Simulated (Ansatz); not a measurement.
Compare A (`CC1([SiH3])BC1`) with its isomer B (`C=CB(C)[SiH3]`).

Computed with Ansatz on PBE0-D4/def2-TZVP structures; ΔE is electronic, products minus reactants. CCSD(T)/CBS adds triple-zeta CCSD(T) − MP2 to the extrapolated MP2 energy (def2 sets, frozen cores). DFT in def2-TZVPP. B3LYP here is the variant with VWN-RPA as its local correlation; programs differ in this. One conformer a species, not always the lowest.

**Question.** Which is lower in electronic energy at CCSD(T)/CBS, and by how much? (An estimate is asked.)

**Answer.** Ansatz gave: B, by 66.0 kJ/mol.

**Question.** Give E(B) − E(A) in kJ/mol with B3LYP, MP2/def2-TZVPP, B2PLYP, HF/def2-TZVPP, B3LYP-D4, PBE0-D4, r2SCAN-D4. (Best estimate.)

**Answer.** Ansatz gave: B3LYP -78.0, MP2/def2-TZVPP -51.1, B2PLYP -70.4, HF/def2-TZVPP -80.4, B3LYP-D4 -74.6, PBE0-D4 -56.1, r2SCAN-D4 -60.1. None reverses the order clearly.

Largest T1 diagnostic: 0.012.

The D4 term adds +3.4 kJ/mol with B3LYP and +1.5 kJ/mol with PBE0; it sums over pairs of atoms, weighted by their polarisabilities, and B3LYP, whose exchange is more repulsive, gets the larger term. In def2-TZVPP, CCSD(T) changes the Hartree–Fock value by +11.4 kJ/mol (the triples alone add −1.0 kJ/mol) and MP2 by +29.3 kJ/mol.
